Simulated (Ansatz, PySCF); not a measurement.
This PySCF input computes a BLYP/def2-TZVPD energy:

```python
from pyscf import gto, scf, dft

mol = gto.M(
    atom='''
    Sr   -0.00000000   -0.00000000   -0.38660307
    F     0.00000000    0.00000000    1.63232406
    ''',
    basis='def2-tzvpd',
    ecp='def2-tzvp',
    charge=1,
    spin=0,
    verbose=4,
)

mf = dft.RKS(mol, xc='blyp').density_fit(auxbasis='def2-universal-jkfit')
mf.grids.level = 3
mf.conv_tol = 1e-9
mf.max_cycle = 100
mf.max_memory = 1500
mf.kernel()
if not mf.converged:
    mf = mf.newton()
    mf.kernel(mf.make_rdm1())
mf.analyze()
```

### Question
Write an input for the same energy in Ansatz (a quantum-chemistry and plane-wave program) and say what it gives.

### Answer

Ansatz 0.2 input:
```yaml
crystal:
  periodic: [false, false, false]
  atoms:
    - {symbol: Sr, position_ang: [-0.00000000, -0.00000000, -0.38660307]}
    - {symbol: F, position_ang: [0.00000000, 0.00000000, 1.63232406]}
basis:
  gaussian:
    orbitals: def2-TZVPD
hamiltonian:
  xc: {name: BLYP}
total_charge: 1
output: {forces: true}
```
It gives -130.42289 Eh, and PySCF -130.42293 Eh, a difference of 0.04 mEh, from the treatment of integrals and grids.
